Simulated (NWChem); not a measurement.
System: C2H6BO2 cation

The following NWChem deck was run.

```
start job
memory heap 200 mb stack 700 mb global 900 mb
charge 1
geometry units angstroms
  C      2.575602     0.380969     0.255518
  O      1.219427     0.126511    -0.028060
  B      0.000351    -0.001029     0.000042
  O     -1.213035    -0.172579     0.030532
  C     -2.582068    -0.335353    -0.257959
  H      2.705028     1.442172     0.475182
  H      2.883191    -0.220023     1.112994
  H      3.164664     0.107415    -0.621815
  H     -3.067619    -0.765933     0.619774
  H     -3.018216     0.639363    -0.483947
  H     -2.695223    -1.004261    -1.112798
end
basis spherical
  * library def2-svp
end
dft
  xc pbe0
  iterations 150
end
driver
  maxiter 120
end
task dft optimize
task dft freq
```

Parts of the log:

```
             Northwest Computational Chemistry Package (NWChem) 7.3.0
             --------------------------------------------------------

 C1  symmetry detected

                             Geometry "geometry" -> ""
                             -------------------------

 Output coordinates in angstroms (scale by  1.889725989 to convert to a.u.)

  No.       Tag          Charge          X              Y              Z
 ---- ---------------- ---------- -------------- -------------- --------------
    1 C                    6.0000     0.05749829     2.61542512     0.02010258
    2 O                    8.0000    -0.12671443     1.21957081    -0.02497939
    3 B                    5.0000    -0.00032543     0.00023830    -0.00361316
    4 O                    8.0000     0.12252901    -1.21920644    -0.02654651
    5 C                    6.0000    -0.05416522    -2.61581435     0.02077458
    6 H                    1.0000     0.39171123     2.90289879     1.01850920
    7 H                    1.0000     0.80277427     2.90455614    -0.72288761
    8 H                    1.0000    -0.89790241     3.09299387    -0.20501213
    9 H                    1.0000     0.80615900    -3.08576790    -0.45939210
   10 H                    1.0000    -0.11788602    -2.93304716     1.06320920
   11 H                    1.0000    -0.96974400    -2.88340474    -0.50941648

 Effective nuclear repulsion energy (a.u.)     160.1777616327

                                Z-matrix (autoz)
                                --------

 Units are Angstrom for bonds and degrees for angles

[...]

      ----------------------
      Optimization converged
      ----------------------

  Step       Energy      Delta E   Gmax     Grms     Xrms     Xmax
  ---- ---------------- -------- -------- -------- -------- --------
@   29    -254.42157906 -6.2D-09  0.00001  0.00000  0.00010  0.00021
                                     ok       ok       ok       ok

                                Z-matrix (autoz)
                                --------

 Units are Angstrom for bonds and degrees for angles

[...]

 Rotational Constants
 --------------------
 A=   1.958481 cm-1  (  2.817754 K)
 B=   0.062113 cm-1  (  0.089365 K)
 C=   0.061982 cm-1  (  0.089176 K)

 Temperature                      =   298.15K
 frequency scaling parameter      =   1.0000

 Zero-Point correction to Energy  =   55.651 kcal/mol  (  0.088686 au)
 Thermal correction to Energy     =   60.627 kcal/mol  (  0.096615 au)
 Thermal correction to Enthalpy   =   61.219 kcal/mol  (  0.097558 au)

 Total Entropy                    =   94.382 cal/mol-K
   - Translational                =   38.764 cal/mol-K (mol. weight =  73.0461)
   - Rotational                   =   24.862 cal/mol-K (symmetry #  =        1)
   - Vibrational                  =   30.755 cal/mol-K

 Cv (constant volume heat capacity) =   21.546 cal/mol-K
   - Translational                  =    2.979 cal/mol-K
   - Rotational                     =    2.979 cal/mol-K
   - Vibrational                    =   15.587 cal/mol-K

[normal modes left out]

 ----------------------------------------------------------------------------
 Normal Eigenvalue ||           Projected Infra Red Intensities
  Mode   [cm**-1]  || [atomic units] [(debye/angs)**2] [(KM/mol)] [arbitrary]
 ------ ---------- || -------------- ----------------- ---------- -----------
    1       -0.000 ||    0.000778           0.018         0.758       0.111
    2        0.000 ||    0.005734           0.132         5.590       0.818
    3        0.000 ||    0.004019           0.093         3.918       0.573
    4        0.000 ||    0.009074           0.209         8.846       1.294
    5        0.000 ||    0.010811           0.249        10.539       1.542
    6        0.000 ||    0.013647           0.315        13.304       1.947
    7        7.975 ||    0.000281           0.006         0.274       0.040
    8       18.803 ||    0.006859           0.158         6.687       0.978
    9       48.537 ||    0.012786           0.295        12.465       1.824
   10       62.688 ||    0.012590           0.290        12.274       1.796
   11       82.493 ||    0.000168           0.004         0.164       0.024
   12      437.674 ||    0.084305           1.945        82.185      12.026
   13      439.849 ||    0.076210           1.758        74.293      10.871
   14      624.914 ||    0.008569           0.198         8.354       1.222
   15      940.008 ||    0.224297           5.175       218.656      31.996
   16     1167.547 ||    0.000079           0.002         0.077       0.011
   17     1171.901 ||    0.000125           0.003         0.122       0.018
   18     1179.677 ||    0.004358           0.101         4.249       0.622
   19     1179.859 ||    0.005936           0.137         5.786       0.847
   20     1383.747 ||    0.004311           0.099         4.203       0.615
   21     1446.221 ||    0.070994           1.638        69.209      10.127
   22     1456.601 ||    0.021422           0.494        20.883       3.056
   23     1457.717 ||    0.014577           0.336        14.210       2.079
   24     1465.682 ||    0.024413           0.563        23.799       3.483
   25     1465.820 ||    0.017920           0.413        17.469       2.556
   26     1506.624 ||    0.001154           0.027         1.125       0.165
   27     2226.833 ||    1.663137          38.370      1621.309     237.248
   28     3105.058 ||    0.000724           0.017         0.706       0.103
   29     3105.094 ||    0.005632           0.130         5.490       0.803
   30     3237.857 ||    0.001382           0.032         1.348       0.197
   31     3238.053 ||    0.001546           0.036         1.507       0.221
   32     3244.874 ||    0.002711           0.063         2.643       0.387
   33     3245.075 ||    0.002789           0.064         2.719       0.398
 ----------------------------------------------------------------------------
```

Level: PBE0/def2-SVP.
